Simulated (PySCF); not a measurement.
Run record: geometry optimisation, `C=CC[Si](F)(F)F`.

Computed with PBE0-D3(BJ)/def2-SVP geometry optimisation, gas phase (PySCF 2.14.0). Start geometry: GFN2-xTB. The command runs a driver script over a list of jobs; the input below is this job's line of settings and its coordinates in Å.

Command:
```bash
OMP_NUM_THREADS=1 python probes_run.py task.json out
```

Input:
```
{"job": {"xc": "PBE0", "basis": "def2-SVP", "d3": "d3bj", "grid": 1, "shake": 0.01, "kind": "geom"}, "charge": 0, "multiplicity": 1}
C     -1.982480    -0.451360    -0.387110
C     -0.889070    -0.652630     0.267270
C      0.058750     0.426250     0.672190
Si     1.732280     0.331290    -0.271970
F      2.451180    -1.067150    -0.142070
F      1.545230     0.544200    -1.835900
F      2.786670     1.404510     0.179910
H     -2.289000     0.573620    -0.682960
H     -2.668170    -1.219240    -0.652760
H     -0.598350    -1.655910     0.553950
H     -0.391900     1.402500     0.532260
H      0.284560     0.335630     1.758150
```

Output:
```
step   0  E = -705.56511868  max force = 0.045856
step   1  E = -705.57271163  max force = 0.011669
step   2  E = -705.57356322  max force = 0.002010
step   3  E = -705.57360727  max force = 0.001429
step   4  E = -705.57365240  max force = 0.001025
step   5  E = -705.57367750  max force = 0.000622
step   6  E = -705.57371117  max force = 0.000614
step   7  E = -705.57374034  max force = 0.001073
step   8  E = -705.57376397  max force = 0.000484
step   9  E = -705.57378823  max force = 0.000421
step  10  E = -705.57380388  max force = 0.000448
step  11  E = -705.57381841  max force = 0.000243
optimisation converged
```

Energies in Eh; «max force» is the largest Cartesian gradient component in Eh/bohr.

**Question.** How much energy does the optimisation release, in eV?

**Answer.** E(step 0) − E(last step) = 0.008700 Eh, which is 0.237 eV.

**Question.** Give the first gradient maximum in eV/Å.

**Answer.** With 1 Eh/bohr = 51.422 eV/Å, 2.358 eV/Å.

In short: final energy -705.57382 Eh after 11 steps; dipole 2.39 D.

**Question.** Estimate the wall time. Hardware: one thread of an Arm Neoverse N1, shared host with 64 logical CPUs at a one-minute load of 31. And the peak memory of the process?

**Answer.** About 1.8 min, with 0.53 GiB resident at the peak, the Python interpreter and its libraries included.
Labels such as C1 count atoms from 1, the log's own numbers from 0.
